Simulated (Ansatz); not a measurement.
Cartesian coordinates (Å):
SMILES: S[CH]S
```xyz
6

S      1.7049     0.3579     0.1836
C      0.0029     0.4536    -0.1009
S     -1.0635    -0.7680     0.5318
H      1.8439    -0.9688    -0.0129
H     -0.3779     1.4390    -0.3270
H     -2.1103    -0.5137    -0.2745
```
Charge 0, spin multiplicity 2.

Level of theory: frozen-core CCSD(T)/cc-pVTZ // B3LYP-D3(BJ)/def2-TZVP (Ansatz, an electronic-structure program).

The HF energy is -834.67736 Ha. The MP2 correlation energy is -0.49888 Ha.

**Question.** Estimate the CCSD correlation energy, the (T) correction, the total energy and the T1 diagnostic.

**Answer.** 
| Item | Result |
|---|---|
| CCSD correlation energy | -0.54485 Ha |
| (T) correction | -0.02514 Ha |
| CCSD(T) total energy | -835.24734 Ha |
| T1 diagnostic | 0.019 |
